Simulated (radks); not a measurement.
Values are calculated unless marked as measured or tabulated.
Spherical quantum dot in the effective-mass picture: electrons in a well V = -V0 / (1 + exp((r - R)/a)) with V0 = 15.4, R = 4.04, a = 0.14, with a point charge +2 (a donor) at the centre, all in effective atomic units (hartree* = m*/eps^2 hartree, bohr* = eps/m* bohr), one dielectric constant everywhere. Level of theory: non-relativistic Kohn-Sham, LDA (Slater exchange, Perdew-Wang correlation), spin-polarised, spherical densities (a radial shooting solver with Libxc functionals). Levels are named by radial order and angular momentum (1s, 1p, 1d, 2s, ...), and open shells are averaged over m. Results are scaled to m* = 0.043 and eps = 4.9, for which hartree* = 48.73 meV and bohr* = 6.03 nm.

N = 35, configuration 1s2 1p6 1d10 2s2 1f14 1g(up 1, down 0). This is the lowest configuration that the search found. Occupied and some empty levels:

level,occupation,eigenvalue (meV),<r> (nm)
1s up,1,-245.30,15.34
1s down,1,-244.99,15.26
1p up,3,-236.46,17.69
1p down,3,-236.07,17.68
2s up,1,-224.17,8.036
2s down,1,-224.08,8.108
1d up,5,-223.99,18.20
1d down,5,-223.58,18.20
1f up,7,-206.81,18.62
1f down,7,-206.38,18.62
1g up,1,-185.24,18.98
1g down,0,-184.80,18.98
2p up,0,-168.39,12.32
2p down,0,-168.25,12.32
1h up,0,-159.54,19.31
1h down,0,-159.10,19.30
3s up,0,-156.83,12.55
3s down,0,-156.66,12.56
2d up,0,-136.25,14.13
2d down,0,-136.06,14.13

Energy (meV): total -16744.3, kinetic 1867.5, external -27142, Hartree 9314.9, exchange-correlation -784.39.

Electron density:

r (nm),n(r) (e/nm^3)
1.63,0.005886
3.45,0.001973
5.26,0.0007277
7.07,0.0003151
8.89,0.0002039
10.7,0.0002390
12.5,0.0003797
14.3,0.0006091
16.2,0.0008734
18.0,0.001037
19.8,0.0009176
21.6,0.0005025
23.4,0.0001232
25.2,0.00001098
27.0,5.787e-07
28.9,2.858e-08
30.7,1.487e-09
32.5,8.083e-11
34.3,4.644e-12
